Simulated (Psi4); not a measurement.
C2H6Se2, triplet, geometry from GFN2-xTB (a higher spin typed on purpose: for a closed-shell molecule this is an excited state); B3LYP/cc-pVDZ in Psi4 1.11.

Psi4 was given this input:
```
memory 2 GB

molecule {
0 3
  C     2.40875418   -0.26064206   -0.23201032
  Se    1.01985446    0.63884044    0.78167986
  Se   -1.02004397   -0.60506750   -0.80786586
  C    -2.40809348    0.14289589    0.32330536
  H     3.07404785    0.48926084   -0.65116992
  H     1.94591868   -0.84423107   -1.02483603
  H     2.95997754   -0.91019872    0.44271511
  H    -3.08089474    0.73094318   -0.29492084
  H    -1.94549437    0.76861453    1.08346566
  H    -2.95107589   -0.67619174    0.78729998
}

set basis cc-pvdz
set reference uks

energy('b3lyp')
print_variables()
```

It wrote (shortened):

```
   => Loading Basis Set <=

    Name: CC-PVDZ
    Role: ORBITAL
    Keyword: BASIS

         ---------------------------------------------------------
                                   SCF
               by Justin Turney, Rob Parrish, Andy Simmonett
                          and Daniel G. A. Smith
                              UKS Reference
         ---------------------------------------------------------

  ==> Geometry <==

    Molecular point group: c1
    Full point group: C1

    Geometry (in Angstrom), charge = 0, multiplicity = 3:

       Center              X                  Y                   Z               Mass
    ------------   -----------------  -----------------  -----------------  -----------------
         C            2.408779027859    -0.265070129205    -0.228576998295    12.000000000000
         SE           1.019879307859     0.634412370795     0.785113181705    79.916521800000
         SE          -1.020019122141    -0.609495569205    -0.804432538295    79.916521800000
         C           -2.408068632141     0.138467820795     0.326738681705    12.000000000000
         H            3.074072697859     0.484832770795    -0.647736598295     1.007825032230
         H            1.945943527859    -0.848659139205    -1.021402708295     1.007825032230
         H            2.960002387859    -0.914626789205     0.446148431705     1.007825032230
         H           -3.080869892141     0.726515110795    -0.291487518295     1.007825032230
         H           -1.945469522141     0.764186460795     1.086898981705     1.007825032230
         H           -2.951051042141    -0.680619809205     0.790733301705     1.007825032230

  Running in c1 symmetry.

  Rotational constants: A =      0.17021  B =      0.03948  C =      0.03247 [cm^-1]
  Rotational constants: A =   5102.89575  B =   1183.56679  C =    973.45375 [MHz]
  Nuclear repulsion =  486.126762391745558

  Charge       = 0
  Multiplicity = 3
  Electrons    = 86
  Nalpha       = 44
  Nbeta        = 42

  ==> Algorithm <==

  SCF Algorithm Type is DF.
  DIIS enabled.
  MOM disabled.
  Fractional occupation disabled.
  Guess Type is SAD.
  Energy threshold   = 1.00e-06
  Density threshold  = 1.00e-06
  Integral threshold = 1.00e-12

  ==> Primary Basis <==

  Basis Set: CC-PVDZ
    Blend: CC-PVDZ
    Number of shells: 52
    Number of basis functions: 112
    Number of Cartesian functions: 118
    Spherical Harmonics?: true
    Max angular momentum: 2

  ==> DFT Potential <==

   => LibXC <=

    Version 7.1.2
    S. Lehtola, C. Steigemann, M. J. T. Oliveira, and M. A. L. Marques,  SoftwareX 7, 1–5 (2018) (10.1016/j.softx.2017.11.002)

   => Composite Functional: B3LYP <=

    B3LYP Hyb-GGA Exchange-Correlation Functional

    P. J. Stephens, F. J. Devlin, C. F. Chabalowski, and M. J. Frisch,  J. Phys. Chem. 98, 11623 (1994) (10.1021/j100096a001)

    Deriv               =              1
    GGA                 =           TRUE
    Meta                =          FALSE

    Exchange Hybrid     =           TRUE
    MP2 Hybrid          =          FALSE

   => Exchange Functionals <=

    0.0800   Slater exchange
    0.7200         Becke 88

   => Exact (HF) Exchange <=

    0.2000               HF

   => Correlation Functionals <=

    0.1900   Vosko, Wilk & Nusair (VWN5_RPA)
    0.8100   Lee, Yang & Parr

   => LibXC Density Thresholds  <==

    XC_HYB_GGA_XC_B3LYP:  1.00E-15

   => Molecular Quadrature <=

    Radial Scheme          =       TREUTLER
    Pruning Scheme         =           NONE
    Nuclear Scheme         =       TREUTLER

    Blocking Scheme        =         OCTREE
    BS radius alpha        =              1
    Pruning alpha          =              1
    Radial Points          =             75
    Spherical Points       =            302
    Total Points           =         213593
    Total Blocks           =           1625
    Max Points             =            256
    Max Functions          =            112
[...]
  Reciprocal condition number of the overlap matrix is 2.6075552499E-03.
    Using symmetric orthogonalization.

  ==> Pre-Iterations <==

  SCF Guess: Superposition of Atomic Densities via on-the-fly atomic UHF (no occupation information).

   -------------------------
    Irrep   Nso     Nmo
   -------------------------
     A        112     112
   -------------------------
    Total     112     112
   -------------------------

  ==> Iterations <==

                           Total Energy        Delta E     RMS |[F,P]|

   @DF-UKS iter SAD: -4877.17763553981240   -4.87718e+03   0.00000e+00
   @DF-UKS iter   1: -4881.96979522772290   -4.79216e+00   1.14895e-02 ADIIS/DIIS
   @DF-UKS iter   2: -4882.17657864097237   -2.06783e-01   8.94570e-03 ADIIS/DIIS
   @DF-UKS iter   3: -4882.62074588367705   -4.44167e-01   2.01188e-03 ADIIS/DIIS
   @DF-UKS iter   4: -4882.64721804784676   -2.64722e-02   3.40277e-04 ADIIS/DIIS
   @DF-UKS iter   5: -4882.64803474812652   -8.16700e-04   1.04865e-04 ADIIS/DIIS
   @DF-UKS iter   6: -4882.64812285603693   -8.81079e-05   1.43489e-05 DIIS
   @DF-UKS iter   7: -4882.64812482118759   -1.96515e-06   4.34584e-06 DIIS
   @DF-UKS iter   8: -4882.64812507167881   -2.50491e-07   1.23266e-06 DIIS
   @DF-UKS iter   9: -4882.64812510272077   -3.10420e-08   3.95471e-07 DIIS
  Energy and wave function converged.

  ==> Post-Iterations <==

   Electrons on quadrature grid:
      Nalpha   =   44.0000018634 ; deviation = 1.863e-06
      Nbeta    =   42.0000006646 ; deviation = 6.646e-07
      Ntotal   =   86.0000025280 ; deviation = 2.528e-06

   @Spin Contamination Metric:   5.187498805E-03
   @S^2 Expected:                2.000000000E+00
   @S^2 Observed:                2.005187499E+00
   @S   Expected:                1.000000000E+00
   @S   Observed:                1.000000000E+00

    Orbital Energies [Eh]
    ---------------------

    Alpha Occupied:

[...]
    Alpha Virtual:

[...]
    Beta Occupied:

[...]
    Beta Virtual:

[...]
     112A      2.439716

    Final Occupation by Irrep:
              A
    DOCC [    42 ]
    SOCC [     2 ]
    NA   [    44 ]
    NB   [    42 ]

  @DF-UKS Final Energy: -4882.64812510272077

   => Energetics <=

    Nuclear Repulsion Energy =            486.1267623917455580
    One-Electron Energy =               -7762.3201762991247961
    Two-Electron Energy =                2544.2717872724433619
    DFT Exchange-Correlation Energy =    -150.7264984677846087
    Empirical Dispersion Energy =           0.0000000000000000
    VV10 Nonlocal Energy =                  0.0000000000000000
    Total Energy =                      -4882.6481251027207691

  UHF NO Occupations:
  HONO-2 :   42  A 1.9988278
  HONO-1 :   43  A 1.0000000
  HONO-0 :   44  A 1.0000000
  LUNO+0 :   45  A 0.0011722
  LUNO+1 :   46  A 0.0005832
  LUNO+2 :   47  A 0.0003693
  LUNO+3 :   48  A 0.0001986

Computation Completed

Properties will be evaluated at   0.000000,   0.000000,   0.000000 [a0]

Properties computed using the SCF density matrix

 Multipole Moments:

 ------------------------------------------------------------------------------------
     Multipole            Electronic (a.u.)      Nuclear  (a.u.)        Total (a.u.)
 ------------------------------------------------------------------------------------

 L = 1.  Multiply by 2.5417464519 to convert [e a0] to [Debye]
 Dipole X            :         -0.0037923            0.0040381            0.0002458
 Dipole Y            :          0.6781403           -0.7196341           -0.0414938
 Dipole Z            :         -0.5257814            0.5579716            0.0321903
 Magnitude           :                                                    0.0525168

 ------------------------------------------------------------------------------------

  Variable Map:
  ----------------------------------------------------------------------------
[...]
  Array Variable Map:
  ----------------------------------------------------------------------------
[...]
[...]
```
